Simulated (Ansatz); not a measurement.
Ideal-gas functions of H4Se4Si (`[SeH][Si]([SeH])([SeH])[SeH]`) at 298.15 K and 1 bar, from an Ansatz frequency run at PBE0-D4/def2-TZVP.

Molar mass 347.96 g/mol, point group C2 (symmetry number 2), electronic degeneracy 1, moments of inertia 1061.757, 1077.465, 1189.357 u Å². Harmonic wavenumbers (cm⁻¹, unscaled): 61, 70, 98, 107, 110, 127, 169, 220, 234, 267, 424, 456, 458, 628, 653, 667, 701, 2429, 2430, 2441, 2441.

Use S(trans) = R[1.5 ln M + 2.5 ln T − 1.1517]; rotational temperatures θ = 24.2544 K / I; S(rot) = R[ln(√π/σ · √(T³/θAθBθC)) + 1.5]; for each mode x = 1.438777 ν̃/T, S = R[x/(eˣ − 1) − ln(1 − e⁻ˣ)] and H = RT x/(eˣ − 1); 1 cm⁻¹ = 0.0119627 kJ/mol; R = 8.31446 J/(mol·K).

Task: By hand: the entropy, in J/(mol·K).

Result: Translation 181.8. Rotation: θ = 0.0228, 0.0225, 0.0204 K, giving 130.2. Vibration, mode by mode: 18.51, 17.38, 14.62, 13.90, 13.68, 12.51, 10.24, 8.20, 7.73, 6.76, 3.68, 3.25, 3.23, 1.69, 1.54, 1.45, 1.28, 0.00, 0.00, 0.00, 0.00, in all 139.6. Electronic 0.0. Sum 451.6 J/(mol·K).

Task: By hand: H − E and G − E in kJ/mol, counted from the electronic energy.

Result: Zero-point energy ½ × 15191 × 0.0119627 = 90.9; thermal vibration 20.7; translation, rotation and pV give 4 RT = 9.9. H − E = 121.5 kJ/mol, and G − E = 121.5 − 298.15 × 451.6/1000 = -13.1 kJ/mol.

Vibration gives 31 % of the entropy, 90.6 J/(mol·K) of it from the modes under 150 cm⁻¹: soft modes count most, and the harmonic formula is weakest for them. The sum counts one conformer and one mirror image; others add a mixing term.
